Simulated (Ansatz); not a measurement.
The lowest singlet and triplet of BH (SMILES [BH]); geometries from B3LYP-D3(BJ)/def2-TZVP, each state relaxed from the structure named, with no frequency check.
Singlet (charge 0, multiplicity 1):
```tsv
atom	x (Å)	y (Å)	z (Å)
B	0.0000	0.0000	-0.2055
H	0.0000	0.0000	1.0276
```
Triplet (charge 0, multiplicity 3):
```xyz
2

B      0.000     0.000    -0.199
H      0.000     0.000     0.993
```

A positive gap puts the triplet lower; no zero-point energy. R- takes a restricted singlet. U- takes an unrestricted singlet (broken symmetry where lower, unprojected). The triplet is unrestricted in single-reference levels.

Correlated levels freeze the cores.

Run with Ansatz (a program for electronic structure). 

**Question.** One of these levels gives -25.99 kcal/mol for the gap E(singlet) − E(triplet), adiabatic. Name it.
A) U-SVWN5/def2-TZVPP
B) R-SCS-MP2/cc-pVTZ
C) U-B3LYP/def2-TZVPP

**Answer.** C, U-B3LYP/def2-TZVPP. The others give -22.82 (U-SVWN5/def2-TZVPP), -28.48 (R-SCS-MP2/cc-pVTZ)

Doubts at one or more of the structures used: a restricted determinant that unrestricted orbitals would lower (R-SCS-MP2/cc-pVTZ).
